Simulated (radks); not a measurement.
Values are calculated unless marked as measured or tabulated.
The tungsten ion W9+ is in [Kr] 4d10 4f(5/2: 6, 7/2: 7) 5s2 5p(1/2: 2, 3/2: 2). Level of theory: Dirac Kohn-Sham, BLYP, spin-unpolarised, spherical densities, finite nucleus; Fermi nuclear charge, rms radius of each element as measured or else 0.836 A^(1/3) + 0.57 fm (a radial shooting solver on a logarithmic mesh with Libxc functionals). Sub-shells are occupied by j as written (lower j first in brackets). One electron is removed from 4f7/2, 4f5/2, 5p1/2, 5p3/2 in turn, with full relaxation. Which removal costs least, and what does each cost?

Answer. 5p3/2 180.75 eV; 5p1/2 193.99 eV; 4f7/2 194.82 eV; 4f5/2 197.32 eV. The 5p3/2 electron leaves first.
